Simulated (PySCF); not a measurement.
Problem. What does the PBE0-D3(BJ)/def2-SVP structure of InChI=1S/Br3ClSi/c1-5(2,3)4 look like in three dimensions?

Solution. 
```
atom  x, y, z in Å
Cl1    0.011    0.070    2.047
Si2    0.019   -0.019    0.005
Br3    2.004   -0.669   -0.680
Br4   -0.443    1.973   -0.805
Br5   -1.498   -1.461   -0.664
```

Orientation and origin are arbitrary. Atoms count from 1 in this order. Si2 (chlorine-bound silicon) is tetrahedral (angles from 109.1° to 110.0°). All 3 Br–Si bonds measure 2.198 to 2.200 Å.

Bonds between heavy atoms (Å): Cl1–Si2 2.044, Si2–Br3 2.198, Si2–Br4 2.200, Si2–Br5 2.198.

Theory: PySCF 2.14.0, PBE0-D3(BJ)/def2-SVP geometry optimisation, gas phase.

Point group: C3v (tolerance 0.08 Å). PBE0-D3(BJ)/def2-SVP frequencies: not computed here.

Time: 98 s of wall time; peak memory 0.64 GiB. Hardware: an Arm Neoverse V1 with one thread, shared host with 64 logical CPUs at a one-minute load of 24. These figures are those of the optimisation.
